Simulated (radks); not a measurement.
The numbers below are computed, except where a source is named.
Bi3+, 80 electrons, occupied as [Hg] 6p(up 0, down 0).

Code: a radial shooting solver on a logarithmic mesh with Libxc functionals. Model: scalar-relativistic Kohn-Sham, SCAN, spin-polarised, spherical densities, finite nucleus; meta-GGA in the generalised Kohn-Sham scheme; Fermi nuclear charge, rms radius 5.5211 fm.

Energy parts (hartree):
part                       energy
total                 -21525.8478
kinetic                24399.3209
electron-nucleus      -53709.3836
Hartree                 8179.4965
exchange-correlation    -395.2816

Orbitals (lengths in bohr, moments of r in powers of bohr; r(max) is where P^2 peaks):
orbital  occ.  eigenvalue (hartree)      <r^2>    r(max)
1s          2             -3335.088  0.0003464  0.009660
2s          2             -601.2246   0.005241   0.05615
2p          6             -514.4521   0.004485   0.04691
3s          2             -146.4218    0.03364    0.1583
3p          6             -121.4983    0.03499    0.1587
3d         10             -96.37214    0.02905    0.1296
4s          2             -34.66196     0.1602    0.3559
4p          6             -26.45941     0.1837    0.3757
4d         10             -17.03609     0.2057    0.3814
5s          2              -6.93476     0.7767    0.7707
4f         14              -6.70177     0.2322    0.3425
5p          6              -4.63673      1.011    0.8615
5d         10              -2.03850      1.705     1.027
6s          2              -1.48442      4.517     1.818

The highest occupied level is 6s at -40.393 eV. The electron density at the nucleus is 3.212e+06 e/bohr^3 (large components only). The density falls to 0.001 e/bohr^3 at r = 3.45 bohr.

Empty levels of this run are not shown, since the potential may be unsettled where no density lies.
